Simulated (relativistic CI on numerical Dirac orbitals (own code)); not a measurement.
**Lu XIII: sensitivity of the levels to the model**

Base calculation: Dirac-Coulomb-Breit CI, KLI orbitals optimised for each configuration, model QED, unscaled Slater integrals.

CI space (outside the closed core [Ar] 3d10 4p6 4d10): 4s2 4f11 5s2, 4s2 4f10 5s2 5p, 4s2 4f13, 4s2 4f11 5s 5p, 4s2 4f12 5s, 4s2 4f12 5p, 4s2 4f10 5s2 5d, 4s2 4f11 5s 6s, 4s 4f13 5s, 4s 4f13 5p, 4s 4f14, 4s 4f13 6s, 4f13 5s2, 4f13 5s 5p, 4f14 5s, 4f13 5s 6s. Double excitations out of closed p, d and f shells are left out; levels of such configurations are missing from the list, as are those of other unlisted configurations, and high levels can miss mixing partners.

The lowest level and the first level of each name with at least 55 % of one term (blank where a level has no safe partner in the second run):

```
                  Level  Base (cm⁻¹)  Shift (cm⁻¹)
  4s2 4f11 5s2 4I°_15/2          0.0           0.0
  4s2 4f11 5s2 4I°_13/2      10316.7         -48.6
  4s2 4f11 5s2 4I°_11/2      15974.6         -54.4
   4s2 4f11 5s2 4I°_9/2      19485.3         -40.5
   4s2 4f11 5s2 4F°_9/2      25254.0         -29.6
  4s2 4f11 5s2 2H°_11/2      30696.0         -42.0
   4s2 4f11 5s2 4S°_3/2      31234.6         -12.5
   4s2 4f11 5s2 4F°_7/2      34256.5         -48.5
   4s2 4f11 5s2 4F°_5/2      37099.1         -49.0
   4s2 4f11 5s2 4F°_3/2      37500.7         -48.0
  4s2 4f11 5s2 2K°_15/2      42553.6         -40.2
  4s2 4f11 5s2 4G°_11/2      43484.5         -59.2
   4s2 4f11 5s2 2G°_7/2      45039.4        -100.9
4s2 4f10 5s2 5p 6P°_3/2      49311.6        -318.1
  4s2 4f11 5s2 2K°_13/2      50995.6         -71.6
   4s2 4f11 5s2 2P°_1/2      54230.2         -50.5
   4s2 4f11 5s2 4G°_7/2      55612.9        -105.7
   4s2 4f11 5s2 4G°_5/2      56053.8         -79.2
   4s2 4f11 5s2 2D°_5/2      57082.3         -82.5
  4s2 4f11 5s2 2L°_17/2      65468.1        -170.4
  4s2 4f11 5s2 2I°_11/2      65681.9         -46.2
   4s2 4f11 5s2 4D°_7/2      67301.3         -71.7
```

At this charge transitions that keep the count of f electrons are usually good to a few per cent. Terms inside the open d or f shell come out 10 to 20 % too wide with unscaled integrals. Levels and lines within the n = 5 or 6 shells can be off by up to 10 % or somewhat more, and those that change n by about 2 %, since core polarisation is missing. Levels that differ in their count of f electrons can be misplaced by several ten thousand cm⁻¹, since the correlation energy of f electrons is missing or only estimated; rates across such gaps can be off by orders of magnitude.

Task: One thing was changed in a second run, which moved the levels as shown. Which?
A. configuration mixing switched off
B. Breit term removed
C. QED terms removed

Result: C. QED terms removed. QED shifts follow the density of s (and p1/2) electrons at the nucleus, so configurations move by their count of such electrons; where none moves, the smaller shifts of p3/2 electrons and of j = l + 1/2 against j = l − 1/2 set the pattern.

LS names give the leading component of a level, which can be under half, so a name can repeat, a term be missing and a line seem to break the LS rules.
